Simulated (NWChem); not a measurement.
SiPH$_{5}$O; SMILES O[SiH2]P

```xyz
8

Si    -0.5057     0.6450     0.0106
O      0.7187     1.7768     0.1035
P      0.0923    -1.5466     0.0395
H     -1.3417     0.8927     1.2084
H     -1.3242     0.8146    -1.2254
H      1.3656     1.7762    -0.6159
H      1.1044    -1.4176     1.0332
H      1.0057    -1.4720    -1.0531
```
Atoms are numbered in this order, from 1.

Computed with NWChem. Geometry: optimised at B3LYP/6-31G* (spherical d). Core excitations by TDA in a window of 1s orbitals, non-relativistic and unshifted: absolute energies depend strongly on the exact-exchange share.

For level O K edge, PBE0/def2-TZVP:

- first 1s excitation (eV) = 520.9
- dipole oscillator strength of the first = 0.0104

Question: What are these values for level P K edge, PBE/def2-TZVP?

Answer: 
* **first 1s excitation (eV)**: 2075.1
* **dipole oscillator strength of the first**: 0.0005
